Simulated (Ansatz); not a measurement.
Breaking the Ge1–H4 bond in CH6GeO (SMILES C[O][GeH3]) (multiplicity 1 held, fragments rigid). Energies count from the point at 1.532 Å.
Geometry at that point (charge 0, multiplicity 1):
```
atom    x (Å)    y (Å)    z (Å)
----  -------  -------  -------
Ge     0.7062  -0.1175   0.1180
O     -0.9059  -0.1263  -0.6599
C     -1.9800   0.5128   0.0058
H      1.6113  -0.8802  -0.8543
H      1.1614   1.3442   0.3114
H      0.6049  -0.8178   1.4893
H     -1.7930   1.5836   0.1537
H     -2.8707   0.4037  -0.6151
H     -2.1851   0.0600   0.9838
```

Signs of static correlation in cc-pVDZ, with CASSCF(2,2), from Ansatz (a quantum-chemistry and plane-wave program) runs.

| R (Å) | T1 of restricted CCSD | ⟨S²⟩ of UHF | largest double amplitude of restricted CCSD | weight of the CASSCF reference in MRCISD | CASSCF natural occupations |
|---|---|---|---|---|---|
| 1.225 | 0.011 | 0.000 | 0.023 | 0.884 | 1.99 0.01 |
| 1.379 | 0.011 | 0.000 | 0.023 | 0.884 | 1.99 0.01 |
| 1.532 | 0.012 | 0.000 | 0.026 | 0.884 | 1.98 0.02 |
| 1.685 | 0.012 | 0.000 | 0.030 | 0.884 | 1.97 0.03 |
| 1.838 | 0.012 | 0.000 | 0.052 | 0.884 | 1.96 0.04 |
| 2.068 | 0.013 | 0.000 | 0.127 | 0.885 | 1.92 0.08 |
| 2.298 | 0.015 | … | 0.189 | 0.885 | 1.88 0.12 |
| 2.681 | 0.020 | 0.747 | 0.308 | 0.885 | 1.74 0.26 |
| 3.063 | 0.030 | 0.909 | … | 0.885 | 1.56 0.44 |
| 3.523 | 0.042 | 0.975 | 0.621 | 0.885 | 1.34 0.66 |
| 4.136 | 0.052 | 0.997 | 0.796 | 0.885 | 1.16 0.84 |
| 4.902 | 0.057 | 1.002 | 0.908 | 0.885 | 1.05 0.95 |

What belongs in the gaps?


- 2.298, ⟨S²⟩ of UHF: 0.303
- 3.063, largest double amplitude of restricted CCSD: 0.449

Doubts at one or more of the structures used: a restricted determinant that unrestricted orbitals would lower (R-CCSD(T)/cc-pVDZ); other coupled-cluster roots lie near (R-CCSD(T)/cc-pVDZ); T1 above 0.05 (R-CCSD(T)/cc-pVDZ, U-CCSD(T)/cc-pVDZ); a spin-contaminated determinant (U-CCSD(T)/cc-pVDZ).
